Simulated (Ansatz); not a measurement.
Input for Ansatz (an electronic-structure program): R-B3LYP-D3(BJ)/def2-TZVP on C2H3B (SMILES BC#C).

Ansatz 0.2 input:
```yaml
crystal:
  periodic: [false, false, false]
  atoms:
    - {symbol: B, position_ang: [-0.97697540, -0.02932509, -0.57938276]}
    - {symbol: C, position_ang: [0.27588816, -0.00339342, 0.19606707]}
    - {symbol: C, position_ang: [1.34520287, 0.06810430, 0.79985587]}
    - {symbol: H, position_ang: [2.25099050, 0.09179684, 1.32593774]}
    - {symbol: H, position_ang: [-1.70449172, 0.86049064, -0.53788504]}
    - {symbol: H, position_ang: [-1.20359394, -0.99968429, -1.24235232]}
basis:
  gaussian:
    orbitals: def2-TZVP
hamiltonian:
  xc: b3lyp
  dispersion: d3bj
relax: {f_tol: 0.003, max_steps: 120}
```

Q: What total energy does the run end on?

A: -102.8308 hartree.

Q: How many basis functions does it have, and what does it roughly cost on one machine?

A: 111 functions; very roughly 7 core-seconds.
